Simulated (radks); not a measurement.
Problem. All-electron atom: Pb in [Xe] 4f14 5d9 6s2 6p3 (not the ground configuration). All-electron calculation, scalar-relativistic Kohn-Sham, r2SCAN, spin-polarised, spherical densities, finite nucleus; open shells are filled with parallel spins first (spin-orbit coupling, left out, can overturn this in heavy ions); meta-GGA in the generalised Kohn-Sham scheme; Fermi nuclear charge, rms radius 5.5012 fm. Program: a radial shooting solver on a logarithmic mesh with Libxc functionals. Some entries of the table are withheld. Estimate them.

orbital,occ.,eigenvalue (eV),r(max) (bohr),<r> (bohr)
1s up,1,-88188.09,0.009845,0.01606
1s down,1,-88188.04,0.009845,0.01606
2s up,1,-15809.09,0.05714,0.06760
2s down,1,-15808.93,0.05714,0.06760
2p up,3,-13562.61,0.04761,0.06144
2p down,3,-13562.45,0.04761,0.06144
3s up,1,-3811.350,0.1610,0.1744
3s down,1,-3811.307,0.1610,0.1744
3p up,3,-3164.417,0.1612,0.1764
3p down,3,-3164.353,0.1612,0.1763
3d up,5,-2502.202,0.1315,0.1600
3d down,5,-2502.079,0.1315,0.1600
4s up,1,-874.4672,0.3623,0.3842
4s down,1,-874.2915,0.3623,0.3842
4p up,3,-661.5326,0.3821,0.4096
4p down,3,-661.3760,0.3821,0.4096
4d up,5,-413.5152,0.3883,0.4308
4d down,5,-413.3285,0.3883,0.4308
5s up,1,-152.6805,0.7897,0.8546
5s down,1,-151.7329,0.7890,0.8541
4f up,7,-140.2066,0.3507,0.4539
4f down,7,-139.9668,0.3508,0.4535
5p up,3,-93.5239,0.8806,0.9738
5p down,3,-92.4907,0.8800,0.9730
5d up,5,-26.4504,1.061,1.278
5d down,4,-25.2039,1.060,1.266
6s up,1,-15.3096,(1),2.253
6s down,1,-12.7506,(2),2.200
6p up,3,(3),2.502,3.021
6p down,0,(4),2.451,2.933

Solution. 
(1) 6s up r(max) (bohr): 1.937
(2) 6s down r(max) (bohr): 1.907
(3) 6p up eigenvalue (eV): -5.5121
(4) 6p down eigenvalue (eV): -2.4467
